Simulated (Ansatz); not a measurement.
`[OH][Al]([F])[CH2][SiH3]` + `CSCS` → `CSC([SiH3])S` + `[CH3][Al]([OH])[F]`  (formal exchange of groups at the Si–C bond)

Isolated molecules relaxed with PBE0-D4/def2-TZVP in Ansatz; ΔE leaves out vibrations. CCSD(T)/CBS adds triple-zeta CCSD(T) − MP2 to the extrapolated MP2 energy (def2 sets, frozen cores). Functionals use def2-TZVPP. B3LYP here is the variant with VWN-RPA as its local correlation; programs differ in this. One conformer a species, not always the lowest.

`[OH][Al]([F])[CH2][SiH3]`:

Z-matrix (Å, degrees):
```
C
Si 1 1.869
Al 1 1.927 2 115.2
H 1 1.095 2 108.1 3 -121.9
H 1 1.095 2 108.3 3 121.3
H 2 1.489 1 110.3 3 -59.0
H 2 1.488 1 112.0 3 -179.6
H 2 1.489 1 110.2 3 60.0
F 3 1.651 1 120.5 2 -87.3
O 3 1.686 1 120.2 2 92.7
H 10 0.956 3 124.3 1 -179.0
```

`CSCS`:

```xyz
10

C     1.216    0.700   -0.724
S    -0.170    1.227    0.285
C    -1.193   -0.246    0.214
S    -0.502   -1.757    0.938
H     0.917    0.559   -1.765
H     1.965    1.490   -0.673
H     1.640   -0.224   -0.329
H    -2.130    0.013    0.707
H    -1.421   -0.505   -0.822
H    -0.322   -1.257    2.171
```

`CSC([SiH3])S`:

```xyz
13

C    -0.022   -0.126   -2.160
S    -0.501    1.135   -0.969
C     0.473    0.617    0.472
Si   -0.241   -0.907    1.324
S     0.585    1.966    1.668
H     1.052   -0.091   -2.354
H    -0.311   -1.126   -1.837
H    -0.550    0.111   -3.084
H     1.508    0.447    0.158
H     0.700   -1.403    2.361
H    -0.493   -2.000    0.346
H    -1.526   -0.504    1.949
H    -0.676    1.881    2.124
```

`[CH3][Al]([OH])[F]`:

Z-matrix (Å, degrees):
```
C
Al 1 1.930
H 1 1.094 2 110.7
H 1 1.093 2 110.7 3 -118.2
H 1 1.091 2 111.9 3 120.8
O 2 1.689 1 120.6 3 61.4
F 2 1.654 1 121.2 3 -118.5
H 6 0.956 2 123.8 1 -179.9
```

Problem. Is it downhill or uphill in electronic energy at CCSD(T)/CBS, and by how much? (An estimate is asked.)

Solution. Computed: Uphill: ΔE = +16.7 kJ/mol.

Problem. What do these levels give: PBE-D4, PBE0-D4, B3LYP-D4, ωB97X-V, ωB97M-V, B2PLYP, PBE0, B3LYP, SCS-MP2/def2-TZVPP, CCSD/def2-TZVPP, MP2/CBS(def2), CCSD/CBS(def2)? (Best estimate.)

Solution. Computed: PBE-D4 16.2, PBE0-D4 19.1, B3LYP-D4 16.6, ωB97X-V 20.4, ωB97M-V 18.1, B2PLYP 20.4, PBE0 22.7, B3LYP 23.4, SCS-MP2/def2-TZVPP 18.4, CCSD/def2-TZVPP 20.9, MP2/CBS(def2) 14.1, CCSD/CBS(def2) 19.0 kJ/mol.

Largest T1 diagnostic among the species: 0.012.

The D4 term adds −6.8 kJ/mol with B3LYP and −3.6 kJ/mol with PBE0; it sums over pairs of atoms, weighted by their polarisabilities, and B3LYP, whose exchange is more repulsive, gets the larger term. In def2-TZVPP, CCSD(T) changes the Hartree–Fock value by −11.9 kJ/mol (the triples alone add −2.3 kJ/mol) and MP2 by −14.5 kJ/mol.
